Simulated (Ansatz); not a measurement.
One change: `CN[SiH2]CN` becomes `CN[SiH2]OC`.

Ansatz, PBE0-D4/def2-TZVP geometries, multiplicity 1. Each molecule was computed in one conformer, which needn't be the lowest.

```tsv
property	`CN[SiH2]CN`
LUMO energy (ωB97M-V/def2-TZVPP) / eV	2.14
HOMO–LUMO gap (PBE0/def2-TZVPP) / eV	7.08
LUMO energy (B3LYP/def2-TZVPP) / eV	0.35
size of the dipole moment (ωB97M-V/def2-TZVPP) / D	1.54
HOMO energy (B3LYP/def2-TZVPP) / eV	-6.24
size of the dipole moment (PBE/def2-TZVPP) / D	1.56
```

Problem. Give the same properties after the change, and the shifts. (An estimate is asked.)

Solution. The calculation gave: 
```
                                          property  `CN[SiH2]OC`  shift
             LUMO energy (ωB97M-V/def2-TZVPP) / eV          2.27   0.13
              HOMO–LUMO gap (PBE0/def2-TZVPP) / eV          7.75   0.67
               LUMO energy (B3LYP/def2-TZVPP) / eV          0.51   0.16
size of the dipole moment (ωB97M-V/def2-TZVPP) / D          1.93   0.39
               HOMO energy (B3LYP/def2-TZVPP) / eV         -6.71  -0.47
    size of the dipole moment (PBE/def2-TZVPP) / D          1.89   0.33
```

With PBE0 the HOMO falls by 0.50 eV and the LUMO rises by 0.16 eV, so the gap widens by about 0.66 eV. PBE moves the HOMO by -0.48 eV and ωB97M-V by -0.53 eV. Dipoles are sizes alone; their direction can turn.

B3LYP here is the variant with VWN-RPA as its local correlation; programs differ in this.
